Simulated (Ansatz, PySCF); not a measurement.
Spin states of H2O2Re (SMILES [OH][Re][OH]), each relaxed with B3LYP-D3(BJ)/def2-TZVP.
State 1 (charge 0, multiplicity 4):
```xyz
5

Re     0.14809    -0.25498     0.13157
O      1.47650    -0.07326    -1.18850
H      1.74026     0.74599    -1.62324
O     -1.39863    -0.53283     1.16625
H     -2.01999     0.14483     1.45681
```
State 2 (charge 0, multiplicity 2):
```xyz
5

Re    -0.010     0.002    -0.011
O      1.366     0.224    -1.144
H      2.097     0.346    -1.749
O     -1.387    -0.215     1.122
H     -2.121    -0.327     1.724
```

Singlets are restricted, other states unrestricted; no spin–orbit coupling, no relativity up to Kr; see below for the cores. The largest T1 diagnostic is 0.034.

Programs: Ansatz (Gaussian orbitals); PySCF for the dispersion terms. Values without a source in brackets are computed. In def2 rows elements past Kr take small-core potentials, without spin–orbit coupling.

Question: One of these levels gives 1.91 kcal/mol for the energy of the multiplicity-2 state less that of the multiplicity-4 state. Which one is it?
A) CAM-B3LYP/def2-TZVPP
B) r2SCAN/def2-TZVPP
C) PBE-D3(BJ)/def2-TZVPP
D) B3LYP-D4/def2-TZVPP

Answer: C, PBE-D3(BJ)/def2-TZVPP. The others give 4.05 (r2SCAN/def2-TZVPP), 0.03 (B3LYP-D4/def2-TZVPP), 0.35 (CAM-B3LYP/def2-TZVPP)

Doubts at one or more of the structures used: a spin-contaminated determinant (r2SCAN/def2-TZVPP).

Ansatz is an electronic-structure program.
